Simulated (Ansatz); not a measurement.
Isolated molecules relaxed with PBE0-D4/def2-TZVP in Ansatz; ΔE leaves out vibrations. CCSD(T)/CBS is the MP2 limit (def2-TZVPP, def2-QZVPP) plus CCSD(T) − MP2 in def2-TZVPP, frozen cores. This one scheme is used for every species. Functionals use def2-TZVPP. Each species was taken in one conformer, which may not be the lowest.

Consider the substitution at a C–C bond: `CC[Si]O` + `O[SiH](F)S` → `CO[SiH](F)S` + `C[Si]O`.

CCSD(T)/CBS gives +0.52 eV.

**Question.** Another level gave +0.55 eV. Which?
A. BHLYP-D4/def2-TZVPP
B. CCSD(T)/def2-TZVPP
C. MP2/def2-TZVPP
D. HF/def2-TZVPP

**Answer.** C. MP2/def2-TZVPP 0.55, CCSD(T)/def2-TZVPP 0.49, BHLYP-D4 0.43, HF/def2-TZVPP 0.34 eV.

Largest T1 diagnostic among the species: 0.014.

Leaving LDA and LC-ωPBE aside and taking each functional with its dispersion term where it has one, the values, not all of them listed here, spread over 0.10 eV, from BHLYP-D4 to PBE-QIDH. LDA lies +0.07 eV from PBE without D4. At CCSD(T), def2-SVP lies −0.09 eV from the extrapolated value and def2-TZVPP −0.02 eV.
